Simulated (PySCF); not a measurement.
Species: Cl₂H₄Si₂.
Numbering: `[SiH3:1][SiH:2]([Cl:3])[Cl:4]` (hydrogens: H5, H6, H7 on Si1; H8 on Si2)

Level of theory: PySCF, PBE0-D3(BJ)/def2-SVP geometry optimisation, gas phase.

Entries marked ? are missing. Bonds in one row agree within 0.01 Å.

```json
{"coordinate": "Si1–Si2", "value": "?"}
{"coordinate": "Si2–Cl3, Si2–Cl4", "value": "?"}
{"coordinate": "Si1–H5, Si1–H6, Si1–H7", "value": "1.493 Å"}
{"coordinate": "Si2–H8", "value": "1.487 Å"}
{"coordinate": "Si2–Si1–H5", "value": "108.2°"}
{"coordinate": "Si2–Si1–H6", "value": "109.6°"}
{"coordinate": "H5–Si1–H6", "value": "109.9°"}
{"coordinate": "Si1–Si2–Cl3", "value": "?"}
{"coordinate": "Si1–Si2–Cl4", "value": "?"}
{"coordinate": "Si1–Si2–H8", "value": "?"}
{"coordinate": "Cl3–Si2–Cl4", "value": "109.4°"}
{"coordinate": "Cl3–Si2–H8", "value": "107.5°"}
```

Problem. Fill in the missing values.

Solution. 
- Si1–Si2 = 2.335 Å, drawn single (SiH3 silicon to chlorine-bound silicon); 0.12 Å above the sum of covalent radii, 2.22 Å.
- Si2–Cl3, Si2–Cl4 = 2.068 Å, drawn single (chlorine-bound silicon to silicon-bound chlorine); 0.06 Å below the sum of covalent radii, 2.13 Å.
- Si1–Si2–Cl3 = 108.4°, at the chlorine-bound silicon; the outer atoms are 3.574 Å apart.
- Si1–Si2–Cl4 = 108.5°, at the chlorine-bound silicon; the outer atoms are 3.577 Å apart.
- Si1–Si2–H8 = 115.6°, at the chlorine-bound silicon; the outer atoms are 3.265 Å apart.

Radii are Cordero's.

Whether it is a minimum is left open (no frequencies).

Time: 24 s; peak memory 0.39 GiB. Hardware: an Intel Xeon Platinum 8259CL at 2.50 GHz with one thread (shared host). These figures are those of the optimisation.
